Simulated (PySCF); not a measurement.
Vertical excitations of a molecule C₄H₈OSi from TDDFT-B3LYP/def2-SVPD (PySCF), as energy in eV (oscillator strength): 4.22 (0.000), 6.22 (0.019), 6.40 (0.003), 6.46 (0.012), 6.56 (0.000), 6.92 (0.123), 7.01 (0.003), 7.52 (0.004), 7.64 (0.016), 7.75 (0.014). Lowest triplet (TDA): 3.74 eV. Geometry optimised at B3LYP-D3(BJ)/def2-SVP. Other conformers were not sampled.

Task: Which structure fits?
(A) OC[C@@H]1C=C[SiH2]1
(B) C#CCO[SiH2]C
(C) C[SiH]1CC(=O)C1
(D) O=CC1([SiH3])CC1

Result: C, C[SiH]1CC(=O)C1
